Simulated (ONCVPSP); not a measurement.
Potentials for C compared

Generated with ld1.x 7.5 (TM, RRKJ, ultrasoft, PAW), atompaw 4.2 or ONCVPSP 4.0.1. The cutoff is in Ry: for ld1.x and atompaw files where the sum of valence levels is converged to 10 mRy in a Bessel basis, for ONCV files where the hardest occupied wave has 1 mHa per electron of residual kinetic energy. The error is the largest all-electron minus pseudo excitation energy over each file’s own four to seven test configurations (ionisations up to +4, promotions, holes and added fractions of an electron), all of which were solved. The labels leave out finer settings (local radius, basis sizes, second energies), which also bear on the numbers. Spin-polarised tests are not counted. The rows are a selection from randomly drawn settings: files with unsolved tests, undetermined cutoffs or missed reference levels are left out.

A true bound ghost makes a file unfit for plane-wave use even where its test errors are small: the radial tests pick states by their node count and pass the ghost by.

```tsv
potential	cutoff (Ry)	largest error (meV)	bound ghosts
ONCV, PBE, scalar-relativistic, rc 1.00/0.95/0.90 (spd), local smoothed, core correction no, reference 2s2, qcut 5.4/9.8/12.7, projectors 1/2/2	73	+257	none
ONCV, Wu-Cohen, scalar-relativistic, rc 1.10/1.65 (sp), local smoothed, core correction yes, reference 2s2 2p1.5, qcut 5.8/7.1, projectors 1/2	40	+68	none
ONCV, PBEsol, non-relativistic, rc 1.40/1.95/1.95 (spd), local smoothed, core correction no, reference 2s2 2p2, qcut 4.9/6.1/5.2, projectors 2/3/1	27	+588	none
ONCV, PBEsol, scalar-relativistic, rc 1.25/2.30/2.20 (spd), local smoothed, core correction yes, reference 2s2 2p2, qcut 4.3/6.7/3.8, projectors 2/3/2	112	+765	none
ONCV, PBEsol, scalar-relativistic, rc 0.85/1.80/1.80 (spd), local smoothed, core correction yes, reference 2s2 2p1, qcut 8.4/8.9/5.7, projectors 1/2/2	45	+141	d
ONCV, PBEsol, non-relativistic, rc 1.35/1.70/1.75 (spd), local smoothed, core correction yes, reference 2s2 2p2, qcut 5.3/8.6/5.8, projectors 2/2/1	42	+264	none
ONCV, PBEsol, non-relativistic, rc 0.45/0.45 (sp), local p, core correction no, reference 1s2 2s2, qcut 26/19.7, projectors 2/0	536	+2.3	none
ONCV, LDA (Perdew-Wang 92), scalar-relativistic, rc 1.10/1.50/1.45 (spd), local smoothed, core correction yes, reference 2s2 2p2, qcut 7/6.1/6.7, projectors 2/2/2	42	+280	none
```

Fill in the row for C: ONCV, PBE, scalar-relativistic, rc 1.30/1.90/1.45 (spd), local smoothed, core correction no, reference 2s1.75 2p2.25, qcut 4.7/7.5/6.6, projectors 2/2/2.

cutoff 43 Ry, largest error +585 meV, bound ghosts: none.
